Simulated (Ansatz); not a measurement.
Harmonic frequencies (cm⁻¹) at PBE0-D4/def2-TZVP from Ansatz: 17, 37, 85, 112, 175, 344, 402, 508, 525, 608, 640, 648, 751, 811, 864, 872, 874, 899, 934, 937, 951, 1034, 2157, 2160, 2181, 2191, 2206, 2210, 2219, 2221.

Each molecule was computed in one conformer, which needn't be the lowest.

Q: Which molecule is it?
A. `[SiH3]O[SiH2][GeH3]`
B. `[OH][GeH]([SiH3])[SiH3]`
C. `[OH][GeH2][SiH2][SiH3]`
D. `[SiH3][SiH2][O][GeH3]`

A: D.
